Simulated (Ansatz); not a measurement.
Reading a saddle point

A first-order saddle point of Si3N2H11ClF, doublet, PBE0-D4/def2-TZVP, with one imaginary mode of 713i cm⁻¹:

```xyz
18
angstrom
Si -0.0058 -0.4214 1.3498
N 1.5082 0.0963 0.4679
Si 1.4767 -0.2073 -1.3013
N -1.3193 -0.1601 0.2917
Si -2.4037 -1.3210 -0.4095
H 0.1501 -1.9036 1.4872
H 0.6698 2.7406 1.1433
Cl -0.6865 2.7505 1.5926
H 1.7139 1.3090 0.6071
F 1.8555 2.4752 0.7191
H 2.3177 -0.3481 0.8980
H 0.6379 0.8338 -1.9247
H 0.9403 -1.5655 -1.5556
H 2.8822 -0.1186 -1.7641
H -1.5829 0.8185 0.2249
H -2.3941 -2.5478 0.4260
H -1.9933 -1.6953 -1.7911
H -3.7666 -0.7354 -0.4614
```

Ansatz 0.2.0; basis: def2-TZVPP and def2-QZVPP; cores frozen in the correlated methods; orbitals are unrestricted. Extrapolation: Hartree–Fock as exp(−7.88 √X), correlation as X^−2.97.

(1) Which contacts change along the imaginary mode, and what lies on either side? (Judge from chemistry; the calculation decides.)

(2) Which side is lower, and how far does the saddle lie above each? (An estimate is asked for; the value comes from the calculation.)

T1 diagnostic: at most 0.013. ⟨S²⟩ of the unrestricted Hartree–Fock references: 0.75 to 0.76 (a pure state has 0.75).

Results:

(1) By the calculation: The step is Si₃N₂H₉ ([SiH3][NH][SiH][NH][SiH3]) + HCl + HF → Si₂NH₅Cl ([SiH3][NH][SiH][Cl]) + SiNH₅ ([NH2][SiH3]) + HF (still joined by a long Si–N bond), with the molecules in contact on both sides. Shortening one way: Si1–Cl8, N2–H9, H7–F10; lengthening the same way: Si1–N2, H7–Cl8, H9–F10.
| pair | one side (Å) | saddle (Å) | other side (Å) |
| --- | --- | --- | --- |
| Si1–Cl8 | 4.36 | 3.25 | 2.39 |
| N2–H9 | 1.58 | 1.24 | 1.03 |
| H7–F10 | 1.70 | 1.29 | 0.96 |
| Si1–N2 | 1.77 | 1.83 | 1.93 |
| H7–Cl8 | 1.31 | 1.43 | 1.95 |
| H9–F10 | 0.98 | 1.18 | 1.81 |

(2) The calculation gives: The side with Si1–Cl8, N2–H9, H7–F10 short is lower by 7.43 kcal/mol; the saddle lies 15.05 kcal/mol above it and 7.62 kcal/mol above the other (CCSD(T) at an estimated basis limit (MP2 extrapolated from triple and quadruple zeta, plus CCSD(T) − MP2 in triple zeta); electronic energies).

Labels in which every atom is bracketed show which atoms are joined, not bond orders.

For scale, one of the runs: CCSD(T)/def2-TZVPP, 415 basis functions, launched by `ansatz run in.yaml --threads 4 --pin off --events-out ev --progress --plain --max-ram 66560MiB --backend cuda --devices 0, --max-vram 37GiB`. Time: 2.3 min of wall clock on 4 CPU threads of an AMD EPYC 7R13 and a share of one NVIDIA H100; the host was shared. Peak host memory: 1.9 GiB.
